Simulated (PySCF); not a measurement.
# Calculated NMR data

- shielding tensors at PBE0/pcSseg-1 (GIAO)
- GFN2-xTB geometry
- run in PySCF 2.14
- equivalent nuclei averaged, no solvent model, non-relativistic, one computed conformer

Shifts are taken against calculated references (same method and geometry level): TMS for $^{1}$H (σref 31.72) and $^{13}$C (σref 186.93). Splittings of carbon signals by F and P are missing where no couplings were computed. Where no couplings were computed, multiplicities follow the n + 1 count of equivalent neighbours, and m marks all less simple cases (inequivalent or close neighbours, rings, F or P nearby). Shifts are as computed. Against solution values, carbons near 30 ppm lie about +3 ppm off and those near 130 ppm about +5 ppm. Of 1211 compounds with measured shifts, 218 miss one by over three times the rms of a fit or turn the order of signals round; such compounds aren't used in these exercises.

Compound 1 (C5H13NSi2). $^{1}$H NMR (400 MHz, computed): δ 6.16 (m, 1H), 6.14 (m, 1H), 4.03 (m, 1H), 3.95 (m, 1H), 3.69 (m, 1H), 3.50 (d, 3H), 1.80 (m, 1H), 1.26 (d, 3H), 1.11 (m, 1H). $^{13}$C{$^{1}$H} NMR (computed): δ 144.6, 86.8, 61.3, 27.1, 17.7. Structure: `InChI=1S/C5H13NSi2/c1-3-6-5(2)4-8(6)7/h3,5,8H,1,4H2,2,7H3/t5-,8-/m0/s1`.

Compound 2 (C8H9F). $^{1}$H NMR (400 MHz, computed): δ 6.43 (m, 1H), 6.33 (m, 1H), 6.03 (m, 1H), 5.82 (m, 1H), 2.42 (q, 2H), 1.15 (t, 3H). $^{13}$C{$^{1}$H} NMR (computed): δ 161.5 (C), 151.8 (C), 139.3 (CH), 132.1 (C), 129.2 (CH2), 120.8 (CH), 22.3 (CH2), 16.9 (CH3). Structure: `InChI=1S/C8H9F/c1-3-7-5-4-6(2)8(7)9/h4-5H,2-3H2,1H3`.
